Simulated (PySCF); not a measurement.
Scandium: a sound run and one with changed settings

Sound run: Sc⁺ [Ar] 3d1 4s1, Sc²⁺ [Ar] 3d1. Computed with PySCF 2.14 in jorge-DZP-DKH (8s6p2d1f, 43 functions), with scalar relativity by spin-free X2C-1e. In the sound run the correlated levels freeze [Ar]. The sound run starts from symmetry-adapted Hartree-Fock orbitals and uses a fine grid where one is needed.

Changed run: the non-relativistic Hamiltonian (point nucleus). This setting is unsound on purpose.

```tsv
species	method	sound run (hartree)	changed run (hartree)	converged
Sc⁺	UHF	-763.06641	-758.81272	yes
Sc⁺	PBE	-763.70948	-759.43047	yes
Sc⁺	BP86	-764.02460	-759.74019	yes
Sc⁺	MP2	-763.06833	-758.81462	yes
Sc²⁺	UHF	-762.61809	-758.36749	yes
Sc²⁺	PBE	-763.22847	-758.95280	yes
Sc²⁺	BP86	-763.54252	-759.26151	yes
```

Ionisation energy of Sc⁺:

```csv
method,sound run (eV),changed run (eV)
UHF,12.199,12.115
PBE,13.089,12.998
BP86,13.118,13.026
MP2,12.252,12.167
SCS-MP2,12.217,12.133
```

Most of the change in total energy is the relativistic energy itself. On top of that the contraction fixes the core shape for the Hamiltonian it was made with, so the changed run is not a good calculation with the other Hamiltonian either.

For comparison, NIST gives 12.800 eV between the lowest levels.
